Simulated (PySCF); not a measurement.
# Working out the ionisation energy of Sc⁺

Sc⁺ [Ar] 3d1 4s1 (3D) → Sc²⁺ [Ar] 3d1 (2D). All numbers are calculated (PySCF 2.14, the non-relativistic Hamiltonian (point nucleus), in def2-TZVPPD (6s6p4d2f1g, 67 functions)). Frozen: [Ne]. Energies in hartree (1 hartree = 27.21139 eV):

```tsv
part	Sc⁺ (lower)	Sc²⁺ (upper)
UHF	-759.527884	-759.081019
MP2 opposite-spin	-0.138947	-0.129061
MP2 same-spin	-0.059782	-0.050031
```

Task: What does Hartree-Fock give?

Result: (-759.081019) − (-759.527884) = 0.446865 hartree = 12.160 eV.

Task: What do MP2 and SCS-MP2 (6/5 opposite-spin, 1/3 same-spin) give?

Result: The opposite-spin parts differ by 0.269 eV and the same-spin parts by 0.265 eV. MP2: 12.160 + (0.269) + (0.265) = 12.694 eV. SCS-MP2: 12.160 + 1.2 × (0.269) + (0.265)/3 = 12.571 eV.

A first-order spin-orbit estimate adds -0.001 eV to MP2 (valence and next inner shell), giving 12.693 eV against 12.800 eV (measured; NIST Atomic Spectra Database, ionization energies).

The calculation is non-relativistic.

What remains against the reference includes basis incompleteness, the frozen core and correlation beyond second order.
